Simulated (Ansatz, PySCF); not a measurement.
C₂H₆BFO, SMILES CB(F)CO. Atoms are numbered in the order given.

```xyz
11

C      1.6044    -0.2418    -0.4408
B      0.3649     0.1709     0.4191
F      0.5313     0.7213     1.6320
C     -1.1328     0.0074    -0.0615
O     -1.1879    -0.5844    -1.3450
H      1.4243    -1.2118    -0.9302
H      1.6975     0.4892    -1.2649
H      2.5493    -0.2590     0.1216
H     -1.6698    -0.5902     0.7074
H     -1.6069     1.0131    -0.0356
H     -2.1108    -0.6714    -1.6041
```
Charge 0, spin multiplicity 1.

Geometry optimised at ωB97X-D3(BJ)/def2-SVP. This is a generated structure with no PubChem entry under its InChIKey; it may be hypothetical. The values are those of a single conformer.

Two levels are set side by side: PBE-D3(BJ)/def2-SVP (Ansatz, a first-principles code) and ωB97X-D3(BJ)/def2-SVP (PySCF). Each level has its own optimised geometry; the coordinates shown are those of the second. Frequencies come from the Hessian of PySCF at each geometry. Differences are taken from unrounded values.

```
quantity                            ωB97X-D3(BJ)  PBE-D3(BJ)  PBE-D3(BJ) minus ωB97X-D3(BJ)
----------------------------------  ------------  ----------  -----------------------------
mean bond length (Å)                       1.240       1.246                          0.007
bond C1–B2 (Å)                             1.564       1.563                         -0.001
bond B2–F3 (Å)                             1.342       1.348                          0.006
bond B2–C4 (Å)                             1.581       1.582                          0.000
bond C4–O5 (Å)                             1.414       1.419                          0.004
bond C1–H6 (Å)                             1.101       1.109                          0.008
bond C1–H7 (Å)                             1.106       1.114                          0.008
bond C1–H8 (Å)                             1.100       1.107                          0.007
bond C4–H9 (Å)                             1.112       1.123                          0.011
bond C4–H10 (Å)                            1.112       1.123                          0.011
bond O5–H11 (Å)                            0.962       0.973                          0.011
highest harmonic wavenumber (cm⁻¹)          3897        3715                           -182
mean harmonic wavenumber (cm⁻¹)             1391        1334                            -56
zero-point energy (kcal/mol)               53.68       51.50                          -2.18
```

Exact exchange shortens and stiffens bonds; PBE has none. Differences between two approximate levels are no errors against the true value.
